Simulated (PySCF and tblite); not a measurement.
Values are calculated unless marked as measured or tabulated.
Molecule: C6H13N, numbered as in [CH3:1][C:2]1([CH3:3])[CH2:4][CH2:5][NH:6][CH2:7]1; H named by carrier, a and b as here (phase angle P 144°, Å):

```
C1      -0.661    1.538   -0.346
C2      -0.495    0.070    0.054
C3      -1.870   -0.530    0.337
C4       0.255   -0.707   -1.040
C5       1.721   -0.489   -0.687
N6       1.722   -0.577    0.762
C7       0.451   -0.064    1.268
H1a     -1.278    1.619   -1.239
H1b     -1.144    2.097    0.454
H1c      0.302    1.999   -0.553
H3a     -2.361    0.011    1.144
H3b     -2.498   -0.468   -0.549
H3c     -1.782   -1.575    0.626
H4a      0.010   -0.359   -2.042
H4b      0.019   -1.768   -0.964
H5a      2.066    0.486   -1.068
H5b      2.375   -1.262   -1.100
H6       2.522   -0.116    1.178
H7a      0.557    0.898    1.784
H7b      0.057   -0.786    1.991
```

The ring 2–4–5–6–7 is held at Altona–Sundaralingam phase angles P (ν_j = ν_max cos(P + 144°(j − 2)), ν_j about the bond from ring atom j to j + 1, counted from 0) and the rest relaxed at GFN2-xTB. Energies: CAM-B3LYP/pcSseg-1 + D3(BJ). Couplings: B3LYP/6-31G* with H pcJ-1, gas phase, for ¹H. Programs: tblite and PySCF.

One held structure gave ³J(H5b,H6) = -0.4, ³J(H6,H7b) = 0.1, ³J(H4a,H5b) = 2.1, ³J(H4b,H5a) = 7.1, ³J(H6,H7a) = 4.2, ³J(H5a,H6) = 5.8, ³J(H4a,H5a) = 12.0, ³J(H4b,H5b) = 10.9 Hz.

Problem. At which phase angle P was it held?
A. 288°
B. 216°
C. 144°
D. 72°
E. 0°

Solution. B. It lies 0.00 kcal/mol above the lowest point.
